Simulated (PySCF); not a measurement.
C6H9BS.
Bonds: C1–B2, B2–C3, B2–C4, C4–C5 (aromatic), C5–C6 (aromatic), C6–S7 (aromatic), S7–C8 (aromatic), C4–C8 (aromatic). Hydrogens: H9, H10, H11 on C1; H12, H13, H14 on C3; H15 on C5; H16 on C6; H17 on C8.

A PySCF run (density fitting, gas phase, GFN2-xTB geometry) gave HOMO -9.04 eV, LUMO 0.49 eV, dipole 0.47 D and E = -655.984 Eh.

Question: Which of these levels was it?
A. CAM-B3LYP/def2-SVPD
B. wB97X-D/pcSseg-0
C. PBE0/pcSseg-1
D. B97-2/pcSseg-1

Answer: B. It is wB97X-D/pcSseg-0. All candidates on this geometry:

```
                                     level and settings                    kind  basis functions  SCF cycles     E (Eh)  HOMO (eV)  LUMO (eV)  dipole (D)
B97-2/pcSseg-1, grid level 3, energy threshold 1e-07 Eh           global hybrid              188           9  -656.9930      -6.79      -1.28        0.24
                                          PBE0/pcSseg-1           global hybrid              188          14  -656.5960      -7.05      -1.28        0.24
                                    CAM-B3LYP/def2-SVPD  range-separated hybrid              239          12  -656.6566      -8.28      -0.20        0.22
                                       wB97X-D/pcSseg-0  range-separated hybrid               94          13  -655.9840      -9.04       0.49        0.47
```

The nearest other candidate, by the summed differences of HOMO and LUMO, is CAM-B3LYP/def2-SVPD: its HOMO differs by +0.76 eV and its LUMO by -0.69 eV. wB97X-D ran without the empirical dispersion term, which would shift the total energy alone. Cycle counts include a coarse-grid stage where the run had one.

The values belong to the conformer `[CH3:1][B:2]([CH3:3])[c:4]1[cH:5][cH:6][s:7][cH:8]1`: C1–B2–C4–C5 -9°.
